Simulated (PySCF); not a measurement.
## Which determinant of HI lies lowest?

Unrestricted PBE0; H cc-pVTZ, I cc-pVTZ-PP with ECP28; scalar-relativistic core potentials (PySCF 2.14). Outer shells of the fragments: H 1s1; I 4d10 5s2 5p5.

Followed along the bond (rough minima from three points):

```json
{"2Ms+1": "1", "unpaired": "none", "⟨S²⟩ at the start": "0.00", "R at minimum (Å)": "1.62", "Te (eV)": "0.00"}
{"2Ms+1": "3", "unpaired": "σ ↑, π ↑", "⟨S²⟩ at the start": "2.01", "R at minimum (Å)": "none in the scan", "Te (eV)": "≤ 4.35"}
```

Solutions found at the starting distance of 1.630 Å, counted from the lowest of them; the search is not exhaustive and high or unbound solutions are not listed, so other states can lie among these:

```
2Ms+1  unpaired   term  E (eV)  ⟨S²⟩  ⟨Lz²⟩  μ (D)
    1      none    ¹Σ⁺    0.00  0.00   0.00  -0.53
    3  σ ↑, π ↑     ³Π    4.93  2.01   1.01   1.06
    1  σ ↑, π ↓  mixed    5.15  1.01   1.01   1.08
    3      σ ↑↑    ³Σ⁺    7.25  2.00   0.00   0.03
```

A term symbol is given only where ⟨S²⟩ and ⟨Lz²⟩ are close to those of a pure state; real π, δ and φ orbitals otherwise mix terms. A positive dipole means H(−)I(+).

The measured ground state is X ¹Σ+ (Huber and Herzberg, Constants of Diatomic Molecules (1979)).

Spin–orbit coupling is left out. Counting both spins, an empty level lies below a filled one in some of these solutions, because spin and occupation are held.
